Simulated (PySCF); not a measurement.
Working out the ionisation energy of La²⁺

La²⁺ [Xe] 5d1 (2D) → La³⁺ [Xe] (1S). Calculation: PySCF 2.14, in def2-TZVP with the def2 core potential (46 electrons); a scalar-relativistic core potential. Frozen: nothing. Energies in hartree (1 hartree = 27.21139 eV):

```
             part  La²⁺ (lower)  La³⁺ (upper)
              UHF    -30.532068    -29.865488
MP2 opposite-spin     -0.089929     -0.083263
    MP2 same-spin     -0.034830     -0.031024
```

Problem. What does Hartree-Fock give?

Solution. (-29.865488) − (-30.532068) = 0.666580 hartree = 18.139 eV.

Problem. What do MP2 and SCS-MP2 (6/5 opposite-spin, 1/3 same-spin) give?

Solution. The opposite-spin parts differ by 0.181 eV and the same-spin parts by 0.104 eV. MP2: 18.139 + (0.181) + (0.104) = 18.424 eV. SCS-MP2: 18.139 + 1.2 × (0.181) + (0.104)/3 = 18.391 eV.

Reference: 19.177 eV (measured; NIST Atomic Spectra Database, ionization energies), between the lowest levels; spin-orbit coupling is absent from the calculation.

What remains against the reference includes basis incompleteness and correlation beyond second order.
